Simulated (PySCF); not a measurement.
# Relaxation of singlet OsCl₂

Computed with PySCF, PBE0, basis Os def2-TZVP with ECP60, Cl def2-TZVP (scalar-relativistic core potentials, no spin–orbit coupling, density fitting). A (50,194) grid was used.

A hand-made linear start, of D∞h symmetry, held to at least that symmetry:

```xyz
3
charge 0 multiplicity 1, angstrom
Os    0.0000    0.0000    0.0000
Cl    0.0000    0.0000    2.2800
Cl    0.0000    0.0000   -2.2800
```

Optimiser trace:
| step | E − E(last) (kJ/mol) | largest gradient (Eh/bohr) |
| --- | --- | --- |
| 0 | 46.15 | 0.05229 |
| 1 | 2.32 | 0.01436 |
| 2 | 0.55 | 0.00761 |
| 3 | 0.00 | 0.00058 |
| 4 | 0.00 | 0.00002 |

It ends at D∞h with Os–Cl 2.124 Å (×2); Cl–Os–Cl 180.0°. A frequency run shows 2 imaginary modes (one degenerate set), down to 39i cm⁻¹, so it is a higher-order saddle point.

Stability towards spin polarisation was not tested. Spin–orbit coupling, left out here, can matter for elements this heavy.

The relaxation took of the order of 40 core-seconds on a shared host.
